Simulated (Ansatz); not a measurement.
Basis sets compared for the cluster Cd4S5. Charge 0, multiplicity 1. Geometry PBE-D4/def2-SVP. Ansatz on 4 threads of Intel Xeon on a shared host; times are rough, and most runs start from earlier orbitals.

| atom | x (Å) | y (Å) | z (Å) |
| --- | --- | --- | --- |
| Cd1 | 0.665 | 1.691 | -1.758 |
| Cd2 | 1.622 | -1.501 | 0.025 |
| Cd3 | -2.414 | 1.408 | -1.937 |
| Cd4 | 1.333 | 1.339 | 1.051 |
| S5 | -1.835 | -1.571 | -0.259 |
| S6 | -1.121 | 1.341 | 1.543 |
| S7 | -0.172 | -1.628 | -1.614 |
| S8 | 3.131 | -0.303 | 1.396 |
| S9 | -1.208 | -0.776 | 1.552 |

In the def2 sets Cd takes a core potential; there is no spin–orbit coupling. Another isomer (singlet) lies 2.12 eV lower at PBE0-D4/def2-TZVP; other spin states weren't run for this one.

Binding counts from free atoms (Cd singlet, S triplet) in the same basis, without a counterpoise term.

```
           level  functions  energy (Eh)  HOMO (eV)  LUMO (eV)  binding per atom (eV)  wall time
 PBE-D4/def2-SVP        214   -2660.6248      -5.03      -3.41                   1.92        7 s
PBE0-D4/def2-SVP        214   -2660.7235      -5.69      -2.80                   1.81       16 s
```

Estimate the rows for PBE-D4/def2-TZVP (with forces), PBE0-D4/def2-TZVP.


```csv
level,functions,energy (Eh),HOMO (eV),LUMO (eV),binding per atom (eV),wall time
PBE-D4/def2-TZVP (with forces),345,-2661.4920,-5.06,-3.44,1.95,16 s
PBE0-D4/def2-TZVP,345,-2661.5794,-5.71,-2.80,1.85,40 s
```
